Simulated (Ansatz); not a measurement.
System: sum formula Si2N2H7, net charge 0, doublet state. It need not be the lowest isomer of its formula. 
Structure (B3LYP-D3(BJ)/def2-TZVP (Ansatz, a first-principles code) minimum search):
```xyz
11

N     -1.1924     2.0974     0.8342
Si    -0.6525     0.4742     0.8448
N      0.2409    -0.0766    -0.5209
Si     1.1255    -1.4565    -1.0369
H     -1.8706     2.4178     0.1605
H     -0.5727     2.8434     1.1083
H      0.1876     0.3294     2.0588
H     -1.8419    -0.4151     0.8728
H      2.3891    -0.9958    -1.6624
H      1.4599    -2.4445     0.0219
H      0.2871    -2.1278    -2.0634
```
Charge 0, spin multiplicity 2.

Basis-set convergence of Hartree-Fock and MP2 correlation energies (hartree) with Ansatz. Cores are frozen in the correlated levels unless marked. Open shells are spin-unrestricted. No spin-orbit coupling. No relativistic terms.

```
basis            functions       E(HF)  E(corr, MP2)
---------------  ---------  ----------  ------------
aug-cc-pV(D+d)Z        173  -690.89086      -0.53220
aug-cc-pV(T+d)Z        363  (withheld)    (withheld)
```

Complete the blanks.


- aug-cc-pV(T+d)Z, E(HF): -690.95184
- aug-cc-pV(T+d)Z, E(corr, MP2): -0.64387
